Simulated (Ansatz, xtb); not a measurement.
**Relative energy of two structures of Cl4FHOW**

Structure a is a singlet given by its coordinates and structure b is a singlet given by its coordinates. Both are isolated molecules in the gas phase, relaxed with PBE0-D4/def2-SVP.

a (Å):

```xyz
8

Cl    2.0978    0.6469   -0.2528
Cl    0.8500   -2.2609   -1.0507
Cl   -2.1639   -1.0956   -0.5849
Cl   -0.9162    1.8123    0.2130
F    -0.1044    0.2725   -2.1180
O     0.0433   -0.7583    1.4086
W    -0.0297   -0.2478   -0.3385
H     0.0815   -1.0269    2.3300
```

Close contacts (Å): Cl1–W7 2.31, Cl2–W7 2.31, Cl3–W7 2.31, Cl4–W7 2.31, F5–W7 1.86, O6–W7 1.82, O6–H8 0.96, W7–H8 2.78.

b (Å):

| atom | x (Å) | y (Å) | z (Å) |
| --- | --- | --- | --- |
| Cl | -1.1163 | 0.2152 | -2.1934 |
| Cl | 1.3437 | 2.0472 | -0.7430 |
| Cl | -1.5313 | 1.7294 | 0.6624 |
| Cl | 1.6344 | -1.1369 | -1.0856 |
| F | 0.9003 | 0.2264 | 1.4404 |
| O | -0.9195 | -1.1950 | 0.4744 |
| W | 0.0101 | 0.2520 | -0.2140 |
| H | -0.9029 | -1.6861 | 1.3069 |

Close contacts (Å): Cl1–W7 2.28, Cl2–W7 2.30, Cl3–W7 2.31, Cl4–W7 2.31, F5–W7 1.88, O6–W7 1.85, O6–H8 0.97, W7–H8 2.63.

Energies in hartree; the thermal terms are from GFN2-xTB frequencies at re-optimised GFN2-xTB minima (ideal gas, soft modes damped towards free rotors, one conformer each, 298.15 K, 1 atm) and include the zero-point energy:

```
                               a            b
E, CCSD(T)/def2-SVP  −2080.055858  −2080.052105
    E, MP2/def2-SVP  −2080.010481  −2080.007964
  E, MP2/def2-TZVPP  −2081.373977  −2081.373172
  zero-point energy      0.017987      0.017941
       H(298 K) − E      0.030380      0.030336
       G(298 K) − E     −0.019755     −0.020928
```

**Question.** Correct the CCSD(T) difference for the basis set by the MP2 change, then work out ΔE, ΔE₀, ΔH and ΔG for a → b in kJ/mol (1 Eh = 2625.50 kJ/mol) and the equilibrium ratio [b]/[a].

**Answer.** 1. Differences b − a: CCSD(T) +0.003753, MP2 in the small set +0.002517, MP2 in the large set +0.000805 Eh.
2. ΔE = +0.003753 + (+0.000805 − (+0.002517)) = +0.002041 Eh = +5.36 kJ/mol.
3. ΔE₀ = ΔE + ΔZPE = +0.002041 + (−0.000046) Eh = +5.24 kJ/mol.
4. ΔH = ΔE + (−0.000044) Eh = +5.24 kJ/mol.
5. ΔG = ΔE + (−0.001173) Eh = +2.28 kJ/mol, so ΔS = (ΔH − ΔG)/T = +9.9 J/(mol K).
6. kT = 0.9442 mEh, so K = [b]/[a] = exp(−ΔG/kT) = exp(−0.92) ≈ 0.4.

The two are too close for this level to say which is favoured. An error of 4 kJ/mol in ΔG would change K by a factor of 5. Large T1 diagnostics make the coupled-cluster value less sure. Mirror images and further conformers aren't counted.

Other levels gave ΔE = +10.6 (PBE0-D4/def2-SVP); +18.9 (HF/def2-SVP); +6.6 (MP2/def2-SVP); +9.9 (CCSD(T)/def2-SVP) kJ/mol. The correlated steps freeze 22 core orbitals. Atoms past krypton carry core potentials in the def2 sets, without spin–orbit terms. Programs: Ansatz 0.2.0, xtb 6.7.1.
